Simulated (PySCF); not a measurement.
## Bond curve of KSr

Set-up: basis K x2c-TZVPall, Sr x2c-TZVPall; spin-free X2C with a Gaussian nucleus; PySCF 2.14. Energies in eV from K + Sr in their ground configurations at the same level. State: ²Σ⁺ (doublet), unpaired electrons σ ↑.

All columns are PBE0. A positive dipole means K(−)Sr(+).

```json
{"R (Å)": "3.845", "E (eV)": "-0.100", "μ (D)": "-1.56", "Mulliken charge on K (basis-dependent)": "-0.13", "HOMO (eV)": "-2.79", "LUMO (eV)": "-1.44", "Mayer bond order": "0.57", "⟨S²⟩": "0.76"}
{"R (Å)": "4.024", "E (eV)": "-0.162", "μ (D)": "-1.66", "Mulliken charge on K (basis-dependent)": "-0.11", "HOMO (eV)": "-2.81", "LUMO (eV)": "-1.45", "Mayer bond order": "0.55", "⟨S²⟩": "0.76"}
{"R (Å)": "4.203", "E (eV)": "-0.195", "μ (D)": "-1.71", "Mulliken charge on K (basis-dependent)": "-0.08", "HOMO (eV)": "-2.83", "LUMO (eV)": "-1.47", "Mayer bond order": "0.52", "⟨S²⟩": "0.76"}
{"R (Å)": "4.337", "E (eV)": "-0.207", "μ (D)": "-1.73", "Mulliken charge on K (basis-dependent)": "-0.06", "HOMO (eV)": "-2.85", "LUMO (eV)": "-1.48", "Mayer bond order": "0.49", "⟨S²⟩": "0.76"}
{"R (Å)": "4.471", "E (eV)": "-0.210", "μ (D)": "-1.73", "Mulliken charge on K (basis-dependent)": "-0.04", "HOMO (eV)": "-2.86", "LUMO (eV)": "-1.49", "Mayer bond order": "0.46", "⟨S²⟩": "0.76"}
{"R (Å)": "4.605", "E (eV)": "-0.206", "μ (D)": "-1.71", "Mulliken charge on K (basis-dependent)": "-0.02", "HOMO (eV)": "-2.88", "LUMO (eV)": "-1.50", "Mayer bond order": "0.43", "⟨S²⟩": "0.76"}
{"R (Å)": "4.784", "E (eV)": "-0.195", "μ (D)": "-1.68", "Mulliken charge on K (basis-dependent)": "0.00", "HOMO (eV)": "-2.90", "LUMO (eV)": "-1.51", "Mayer bond order": "0.39", "⟨S²⟩": "0.76"}
{"R (Å)": "5.008", "E (eV)": "-0.175", "μ (D)": "-1.61", "Mulliken charge on K (basis-dependent)": "0.02", "HOMO (eV)": "-2.92", "LUMO (eV)": "-1.51", "Mayer bond order": "0.34", "⟨S²⟩": "0.76"}
{"R (Å)": "5.276", "E (eV)": "-0.147", "μ (D)": "-1.50", "Mulliken charge on K (basis-dependent)": "0.03", "HOMO (eV)": "-2.95", "LUMO (eV)": "-1.50", "Mayer bond order": "0.29", "⟨S²⟩": "0.76"}
{"R (Å)": "5.633", "E (eV)": "-0.111", "μ (D)": "-1.32", "Mulliken charge on K (basis-dependent)": "0.04", "HOMO (eV)": "-2.98", "LUMO (eV)": "-1.48", "Mayer bond order": "0.22", "⟨S²⟩": "0.75"}
```

A fit through these points gives, at Re = 4.458 Å, μ = -1.73 D and dμ/dR = 0.0377 D/Å; the reduced mass is 27.0 u.

Q: How strong is the fundamental in the double-harmonic approximation, I = 42.26·(dμ/dR)²/μred km/mol?

A: I = 42.26·(0.0377)²/27.0 = 0.00222 km/mol at PBE0.

The bond is weak. Basis-set superposition, not corrected here, can be much of De in a small basis, most of all at correlated wavefunction levels. Functionals without a dispersion term scatter widely for such bonds, and LDA overbinds them. Spin–orbit coupling is left out. The state was picked by a PBE0 search and need not be the measured ground state.
